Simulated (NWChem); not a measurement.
System: SiOCl$_{3}$ anion

```xyz
5

O      0.0000     0.0000     2.0404
Si     0.0000     0.0000     0.4887
Cl     0.6072    -1.8208    -0.4672
Cl     1.2733     1.4362    -0.4672
Cl    -1.8804     0.3846    -0.4672
```
Atoms are numbered in this order, from 1.

Results from NWChem. Pople sets run with spherical d functions. All runs use the structure optimised with B3LYP/def2-SVPD. No frequency run checked for a minimum. Level: M06-2X/6-31+G* with SMD (1 M gas to 1 M solution), gas-phase geometry. Reactions with the solvent are ignored.

| solvent | dielectric constant | solvation free energy (kcal/mol) | cavity-dispersion-structure term (kcal/mol) |
|---|---|---|---|
| water | 78.4 | -53.6 | 1.1 |
| tetrahydrofuran | 7.43 | -44.7 | -3.2 |
| cyclohexane | 2.02 | … | -3.0 |
| ethyl acetate | 5.99 | -43.3 | -3.4 |
| 1-octanol | 9.86 | -50.8 | -1.7 |
| toluene | 2.37 | -31.3 | -3.6 |

Task: Fill in the missing entries.

Result: 
- cyclohexane, solvation free energy (kcal/mol): -27.1
